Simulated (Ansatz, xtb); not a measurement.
## C4H7N3Si: which of two isomers lies lower

We compare X, `C=N[SiH2]c1ncc[nH]1`, a singlet, with Y, `[SiH3]Cc1ncncn1`, a singlet. Both are isolated molecules in the gas phase, relaxed with PBE-D3(BJ)/def2-SVP; the shapes shown needn't be the lowest conformers.

X (Å):

| atom | x (Å) | y (Å) | z (Å) |
| --- | --- | --- | --- |
| C | -1.9874 | 2.3002 | -1.1627 |
| C | -0.3702 | -0.4440 | 1.1747 |
| C | -0.4452 | -2.0925 | 2.5688 |
| C | -1.4322 | -2.3505 | 1.6211 |
| N | -1.3495 | 1.2351 | -0.8800 |
| N | 0.2018 | -0.9169 | 2.2855 |
| N | -1.3682 | -1.2954 | 0.7448 |
| Si | 0.0468 | 1.1060 | 0.2188 |
| H | -1.7449 | 3.3182 | -0.7608 |
| H | -2.8610 | 2.2673 | -1.8558 |
| H | 1.2630 | 0.9332 | -0.6480 |
| H | 0.2374 | 2.3013 | 1.1182 |
| H | -0.1790 | -2.7049 | 3.4402 |
| H | -2.1513 | -3.1682 | 1.5057 |
| H | -1.9432 | -1.1221 | -0.0844 |

Y (Å):

```xyz
15

C    -1.8243    0.5632   -0.4028
C    -0.9004   -0.4108    0.2487
C    -0.5610   -2.2174    1.5772
C     1.2023   -1.1210    0.7158
N    -1.4453   -1.3961    0.9979
N     0.7761   -2.1411    1.4782
N     0.4296   -0.2305    0.0819
Si   -2.1858    2.0563    0.7403
H    -0.9026    2.7678    1.0627
H    -3.1192    2.9967    0.0292
H    -2.8268    1.5756    2.0112
H    -2.7932    0.0757   -0.6266
H    -1.3652    0.9603   -1.3293
H    -0.9721   -3.0380    2.1953
H     2.2966   -1.0056    0.5986
```

Question: Estimate which is lower in electronic energy at CCSD(T)/def2-SVP + ΔMP2/def2-TZVPP, and by roughly how much.

Answer: Too close to call at this level: CCSD(T)/def2-SVP + ΔMP2/def2-TZVPP gives E(Y) − E(X) = −0.029 eV.

Level by level:

```
                             level             geometry  E(Y) − E(X) (eV)  departure from the last row (eV)  job, with rough time for the two
                          GFN2-xTB             GFN2-xTB              −0.561                            −0.532              optimisation, 0.41 s
                         HF/STO-3G             GFN2-xTB              −0.554                            −0.525               single point, 0.5 s
                r2SCAN-D4/def2-SVP             GFN2-xTB              −0.213                            −0.184               single point, 4.9 s
               PBE-D3(BJ)/def2-SVP  PBE-D3(BJ)/def2-SVP              −0.134                            −0.105                optimisation, 44 s
                       HF/def2-SVP  PBE-D3(BJ)/def2-SVP              −0.400                            −0.371           part of the CCSD(T) run
                      MP2/def2-SVP  PBE-D3(BJ)/def2-SVP              −0.048                            −0.019           part of the CCSD(T) run
                  CCSD(T)/def2-SVP  PBE-D3(BJ)/def2-SVP              −0.184                            −0.155                      single point
CCSD(T)/def2-SVP + ΔMP2/def2-TZVPP  PBE-D3(BJ)/def2-SVP              −0.029                                               single point, 1.8 min
```

As drawn, Y has 1 C–C, 2 C∷N, 1 Si–H in place of 1 C=N, 1 N–Si, 1 C∷C, 1 N–H (∷ is an aromatic bond). Structure X has a 5-membered ring (with an aromatic ring), Y a 6-membered ring (with an aromatic ring).

The largest departure from CCSD(T)/def2-SVP + ΔMP2/def2-TZVPP is that of GFN2-xTB, 0.532 eV. The last row adds to CCSD(T) the change of the MP2 difference between the two basis sets, here +0.155 eV, a large step that makes the value less sure.

With thermal terms from frequencies at re-optimised GFN2-xTB minima (ideal gas, soft modes damped towards free rotors, one conformer each, 298.15 K, 1 atm): on the last row, ΔE + ΔZPE = −0.072, ΔH = −0.083, ΔG = −0.064 eV.

The correlated steps freeze 12 core orbitals. Run with Ansatz 0.2.0, xtb 6.7.1; the last row on 4 threads of Arm Neoverse V1 on a shared host.
